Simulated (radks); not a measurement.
The numbers below are computed, except where a source is named.
The nuclear charge of the tin ion Sn2+ is varied continuously with 48 electrons held in [Kr] 4d10 5s2. Level of theory: Dirac Kohn-Sham, PBE, spin-unpolarised, spherical densities, point nucleus (a radial shooting solver on a logarithmic mesh with Libxc functionals). By the Hellmann-Feynman theorem dE/dZ = E(electron-nucleus)/Z, the electronic potential at the nucleus.

Z,E (hartree),E(electron-nucleus)/Z (hartree),HOMO,e(HOMO) (eV),<r> HOMO (bohr)
49,-5883.01701,-291.099,5s1/2,-14.923,2.482
49.1,-5912.16805,-291.922,5s1/2,-15.960,2.451
49.2,-5941.40145,-292.746,5s1/2,-17.015,2.421
49.3,-5970.71721,-293.570,5s1/2,-18.088,2.392
49.4,-6000.11535,-294.393,5s1/2,-19.179,2.364
49.5,-6029.59589,-295.217,5s1/2,-20.287,2.338
49.6,-6059.15884,-296.042,5s1/2,-21.413,2.312
49.7,-6088.80422,-296.866,5s1/2,-22.556,2.287
49.8,-6118.53204,-297.691,5s1/2,-23.716,2.263
49.9,-6148.34233,-298.515,5s1/2,-24.893,2.239
50,-6178.23511,-299.340,5s1/2,-26.086,2.217
50.1,-6208.21040,-300.165,5s1/2,-27.296,2.195
50.2,-6238.26822,-300.991,5s1/2,-28.521,2.173
50.3,-6268.40859,-301.817,5s1/2,-29.763,2.152
50.4,-6298.63155,-302.643,5s1/2,-31.021,2.132
50.5,-6328.93711,-303.469,5s1/2,-32.295,2.113
50.6,-6359.32531,-304.295,5s1/2,-33.584,2.093
50.7,-6389.79617,-305.122,5s1/2,-34.889,2.075
50.8,-6420.34972,-305.949,5s1/2,-36.210,2.057
50.9,-6450.98599,-306.776,5s1/2,-37.545,2.039
51,-6481.70501,-307.604,5s1/2,-38.896,2.022

The central difference of E at Z = 50 is -299.340 hartree, to compare with the third column; the second derivative is -8.25 hartree.
